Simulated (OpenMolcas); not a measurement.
Computed levels of 2s2 2p in ions with 5 electrons, in cm-1 above 2P* 1/2.

| Quantity | Value |
| --- | --- |
| Program | OpenMolcas |
| Method | SS-CASPT2, IPEA 0.25 Eh, imaginary shift 0.1 Eh |
| Basis | ANO-R2 |
| Scalar Hamiltonian | X2C, finite nucleus |
| Spin-orbit coupling | state interaction with AMFI integrals over the reference wave functions, term energies averaged over their components |

Active space for each ion: 3 electrons in 8 orbitals (2s 2p 3s 3p); closed shells correlated by CASPT2: 1s.

| Level | N2+ | O3+ | Ne5+ |
| --- | --- | --- | --- |
| 2P* 3/2 | 168 | 373 | 1262 |

Problem. Estimate 2P* 3/2 for F4+ from its neighbours O3+ and Ne5+.

Solution. 2P* 3/2 is fine structure, which grows about as the fourth power of a screened charge, so the fourth roots are averaged: ((373^0.25 + 1262^0.25) / 2)^4 = 719. The calculation gives 720, so the estimate is off by -0.1 %; the measured value is 746 (Moore, Atomic Energy Levels, vol. I, NSRDS-NBS 35 (1971 reprint of NBS Circular 467, 1949)).

Active for correlation alone: 3p 3s; no level in the range computed is led by a configuration that fills them, so any true level of that kind is missing. Measured partners are found by configuration, term and J. A level has none where our copy of the source lacks it or the pairing is in doubt (some pairs that miss far off the trend of their configuration count as doubtful), and it then counts in no deviation. Only configurations of the active space appear.

* marks odd parity.
